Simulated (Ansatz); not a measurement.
## Redistribution: C2HBrClF3 + C2H3F → C2HClF4 + C2H3Br

Species: C2HBrClF3 (1-bromo-2-chloro-1,1,2-trifluoroethane) `FC(Cl)C(F)(F)Br`, singlet; C2H3F `C=CF`, singlet; C2HClF4 `FC(Cl)C(F)(F)F`, singlet; C2H3Br `C=CBr`, singlet. The partners trade Br for F; both sit on C, so the bond types are kept.

Shapes, held fixed at every level: PBE0-D4/def2-TZVP. Flexible molecules stand in one conformer, not always the lowest. Programs: Ansatz 0.2.0. The zero-point and thermal change to 298 K, harmonic and unscaled (PBE0-D4/def2-TZVP), is +0.7 kJ/mol.

| level | kind | ΔH(298 K) (kJ/mol) | less CCSD(T)/def2-TZVPP | CPU time (sum over the molecules) |
| --- | --- | --- | --- | --- |
| HF/def2-SVP | Hartree–Fock | -81.6 | -24.2 | – |
| HF/def2-TZVPP | Hartree–Fock | -72.3 | -14.9 | – |
| SPW92/def2-TZVPP | LDA | -45.3 | +12.1 | 14 s |
| B3LYP-D4/def2-TZVPP | global hybrid | -47.1 | +10.3 | 54 s |
| BHLYP-D4/def2-TZVPP | global hybrid | -56.0 | +1.4 | 41 s |
| wB97X-V/def2-TZVPP | range-separated hybrid | -51.9 | +5.5 | 80 s |
| CCSD(T)/def2-SVP | coupled cluster or CI | -67.1 | -9.7 | 55 s |
| CCSD(T)/def2-TZVPP | coupled cluster or CI | -57.4 | 0.0 | 17 min |

The highest level, CCSD(T)/def2-TZVPP, gives ΔH(298 K) = -57.4 kJ/mol; the levels span -81.6 to -45.3. The column of differences is taken from that level and isn't an error. No measured value is set beside it here. Relativity is left out for Br. Outer-core shells of Br are correlated, in sets that cover them unevenly. Times are processor times on shared x86 and Arm servers, and rough.
